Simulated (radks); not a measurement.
The terbium ion Tb+, 64 electrons, occupied as [Kr] 4d10 4f9 5s2 5p5 6s2 (not the ground configuration).

Method: Dirac Kohn-Sham, BLYP, spin-unpolarised, spherical densities, finite nucleus; open shells fill j = l - 1/2 first; Fermi nuclear charge, rms radius 5.06 fm; computed with a radial shooting solver on a logarithmic mesh with Libxc functionals.

Energy parts (Ry):
part                       energy
total                 -23435.5889
kinetic                25627.9924
electron-nucleus      -57638.1564
Hartree                 9089.9707
exchange-correlation    -515.3956

Orbitals (lengths in bohr, moments of r in powers of bohr):
1s1/2: occ. 2; eigenvalue (Ry) -3808.169; <r^2> 0.0006316; small-component weight 5.88e-02
2s1/2: occ. 2; eigenvalue (Ry) -631.6313; <r^2> 0.009828; small-component weight 1.30e-02
2p1/2: occ. 2; eigenvalue (Ry) -600.3696; <r^2> 0.007123; small-component weight 1.31e-02
2p3/2: occ. 4; eigenvalue (Ry) -545.4750; <r^2> 0.008353; small-component weight 1.21e-02
3s1/2: occ. 2; eigenvalue (Ry) -140.6679; <r^2> 0.06539; small-component weight 4.14e-03
3p1/2: occ. 2; eigenvalue (Ry) -127.0583; <r^2> 0.06080; small-component weight 4.08e-03
3p3/2: occ. 4; eigenvalue (Ry) -115.7274; <r^2> 0.06781; small-component weight 3.81e-03
3d3/2: occ. 4; eigenvalue (Ry) -92.25130; <r^2> 0.05393; small-component weight 3.69e-03
3d5/2: occ. 6; eigenvalue (Ry) -89.77855; <r^2> 0.05589; small-component weight 3.61e-03
4s1/2: occ. 2; eigenvalue (Ry) -28.48237; <r^2> 0.3314; small-component weight 1.32e-03
4p1/2: occ. 2; eigenvalue (Ry) -23.15066; <r^2> 0.3483; small-component weight 1.24e-03
4p3/2: occ. 4; eigenvalue (Ry) -20.62885; <r^2> 0.3872; small-component weight 1.14e-03
4d3/2: occ. 4; eigenvalue (Ry) -11.84554; <r^2> 0.4440; small-component weight 9.69e-04
4d5/2: occ. 6; eigenvalue (Ry) -11.39056; <r^2> 0.4595; small-component weight 9.42e-04
4f5/2: occ. 6; eigenvalue (Ry) -1.04944; <r^2> 1.017; small-component weight 5.43e-04
4f7/2: occ. 3; eigenvalue (Ry) -0.99100; <r^2> 1.058; small-component weight 5.31e-04
5s1/2: occ. 2; eigenvalue (Ry) -4.28206; <r^2> 1.949; small-component weight 2.76e-04
5p1/2: occ. 2; eigenvalue (Ry) -2.82780; <r^2> 2.472; small-component weight 2.19e-04
5p3/2: occ. 3; eigenvalue (Ry) -2.49116; <r^2> 2.809; small-component weight 1.94e-04
5d3/2: occ. 0; eigenvalue (Ry) -0.70940; <r^2> 7.080; small-component weight 8.00e-05
5d5/2: occ. 0; eigenvalue (Ry) -0.68458; <r^2> 7.432; small-component weight 7.61e-05
6s1/2: occ. 2; eigenvalue (Ry) -0.74692; <r^2> 13.92; small-component weight 4.13e-05
6p1/2: occ. 0; eigenvalue (Ry) -0.48417; <r^2> 20.97; small-component weight 2.77e-05
6p3/2: occ. 0; eigenvalue (Ry) -0.44934; <r^2> 23.31; small-component weight 2.54e-05

The highest occupied level is 6s1/2 at -10.162 eV. The density falls to 0.001 e/bohr^3 at r = 4.83 bohr. The electron density at the nucleus is 6.87e+05 e/bohr^3.
